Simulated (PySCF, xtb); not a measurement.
C2H6O2Si, SMILES O1C[SiH](C1)O. Other conformers were not sampled.

Harmonic wavenumbers (cm⁻¹) from GFN2-xTB run with xtb at its own minimum, in rising order: 93, 183, 214, 217, 504, 544, 669, 686, 710, 750, 777, 808, 932, 973, 1025, 1134, 1147, 1220, 1228, 1469, 1474, 2283, 2893, 2909, 2944, 2950, 3651.

Question: What does PBE0-D3(BJ)/def2-SVP (PySCF 2.14.0) give at its own minimum? (The exact figures need the calculation; the answer reports its results.)

Answer: 87, 121, 263, 265, 448, 598, 693, 701, 773, 825, 852, 857, 932, 991, 1073, 1165, 1196, 1224, 1260, 1444, 1469, 2207, 3022, 3029, 3122, 3123, 3951. Paired by order, the mean absolute difference is 65 cm⁻¹ and the zero-point energies are 49.2 and 51.0 kcal/mol.
